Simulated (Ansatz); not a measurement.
ClGeH₃N (`[NH2][GeH][Cl]`) radical at its PBE0-D4/def2-TZVP geometry, where that method's forces vanish. Total charge 0; spin multiplicity 2.

```json
{"atom": "N1", "x (Å)": "-0.486", "y (Å)": "0.589", "z (Å)": "-0.583"}
{"atom": "Ge2", "x (Å)": "0.741", "y (Å)": "-0.225", "z (Å)": "0.514"}
{"atom": "Cl3", "x (Å)": "-0.468", "y (Å)": "-1.395", "z (Å)": "1.884"}
{"atom": "H4", "x (Å)": "-0.101", "y (Å)": "1.163", "z (Å)": "-1.321"}
{"atom": "H5", "x (Å)": "-1.229", "y (Å)": "1.088", "z (Å)": "-0.112"}
{"atom": "H6", "x (Å)": "1.543", "y (Å)": "-1.219", "z (Å)": "-0.381"}
```

(1) For each bond, give half the difference of the two atoms' forces along it (eV/Å; positive pushes the atoms apart) under PBE-D4, r2SCAN-D4, B3LYP-D4, ωB97M-V in def2-TZVPP. (Estimate.)

## Answers

(1) Computed: 
```json
{"bond": "N1–Ge2", "length (Å)": "1.836", "PBE-D4": "0.30", "r2SCAN-D4": "0.09", "B3LYP-D4": "0.28", "ωB97M-V": "0.01"}
{"bond": "N1–H4", "length (Å)": "1.012", "PBE-D4": "0.19", "r2SCAN-D4": "0.02", "B3LYP-D4": "-0.06", "ωB97M-V": "-0.03"}
{"bond": "N1–H5", "length (Å)": "1.011", "PBE-D4": "0.20", "r2SCAN-D4": "0.02", "B3LYP-D4": "-0.05", "ωB97M-V": "-0.03"}
{"bond": "Ge2–Cl3", "length (Å)": "2.169", "PBE-D4": "0.27", "r2SCAN-D4": "0.06", "B3LYP-D4": "0.31", "ωB97M-V": "0.05"}
{"bond": "Ge2–H6", "length (Å)": "1.560", "PBE-D4": "0.13", "r2SCAN-D4": "-0.03", "B3LYP-D4": "-0.02", "ωB97M-V": "-0.12"}
```

B3LYP here is the variant with VWN-RPA as its local correlation; programs differ in this.
